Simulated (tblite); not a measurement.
C5H11OP.
Numbering: `[CH3:1][C@@H:2]1[CH2:3][CH2:4][P@H:5](=[O:6])[CH2:7]1` (hydrogens: H8, H9, H10 on C1; H11 on C2; H12, H13 on C3; H14, H15 on C4; H16 on P5; H17, H18 on C7)

Structure used (GFN2-xTB), in Å, numbered top down from 1:
```
atom  x, y, z in Å
C1     2.151   -0.052    0.427
C2     0.651   -0.312    0.369
C3     0.148   -0.523   -1.063
C4    -1.374   -0.642   -1.003
P5    -1.859    0.589    0.280
O6    -2.594    1.772   -0.170
C7    -0.162    0.856    0.925
H8     2.700   -0.899    0.023
H9     2.405    0.831   -0.156
H10    2.472    0.109    1.453
H11    0.422   -1.211    0.952
H12    0.423    0.351   -1.660
H13    0.602   -1.404   -1.518
H14   -1.676   -1.648   -0.708
H15   -1.851   -0.396   -1.952
H16   -2.524   -0.142    1.267
H17    0.186    1.807    0.511
H18   -0.129    0.921    2.012
```

Level: GFN2-xTB in tblite, geometry and Hessian alike; calculated harmonic values, unscaled, isolated species. This tight-binding method is rough: wavenumbers can miss measured ones by several per cent, in bad cases by 10 to 20. Modes of hydrogen on phosphorus can be 10 to 20 % off. One conformer, not necessarily the lowest.

Harmonic wavenumbers (cm⁻¹): 49.8, 161.1, 217.4, 268.6, 315.9, 333.5, 404.5, 435.3, 493.1, 680.0, 736.1, 793.9, 807.6, 856.7, 881.4, 935.3, 954.1, 965.4, 1001.8, 1036.7, 1045.7, 1100.5, 1122.1, 1178.5, 1200.5, 1202.2, 1250.3, 1284.4, 1289.0, 1318.6, 1342.3, 1415.7, 1431.4, 1436.2, 1484.2, 1498.8, 1499.3, 2257.2, 2927.9, 2945.5, 2966.3, 2977.9, 2986.9, 2987.5, 2991.4, 3032.9, 3035.0, 3040.9.

A = 4410, B = 1535, C = 1280 MHz; mass 118.055 u (most abundant isotopes); point group C1, symmetry number 1.

What is the zero-point energy?

½Σν̃ = 33289 cm⁻¹ = 398.22 kJ/mol.

Entropy at 273.15 K, 1 bar (ideal gas, RRHO, classical rotation)?

Translation 166.54, rotation 116.09, vibration 68.70: S = 351.3 J/(mol K).

And Cp and H(273.15 K) − H(0)?

Cp = 121.56 J/(mol K), of which vibrations give 88.31 (their classical limit is 48 R = 399.1); H(273.15 K) − H(0) = 19.79 kJ/mol without the zero-point energy, 10.71 from vibrations.

What must be added to the electronic energy to get the Gibbs energy at 273.15 K and 1 bar?

ZPE + [H(273.15 K) − H(0)] − T·S = 398.22 + 19.79 − 95.97 = 322.04 kJ/mol.

Blend soft modes into free rotors: weight 1/[1 + (100 cm⁻¹/ν̃)⁴] for the oscillator and the rest for a rotor with moment μB/(μ + B), μ = h/(8π²ν), B = 10⁻⁴⁴ kg m². What vibrational entropy results?

64.08 J/(mol K) in place of 68.70, which changes −T·S at 273.15 K by +1.26 kJ/mol.

Hindered rotation and anharmonicity are outside this model. Other conformers, if any are populated, would add a mixing term that is left out. The structure is chiral; the term R ln 2 for an equal mix with its mirror image is left out.
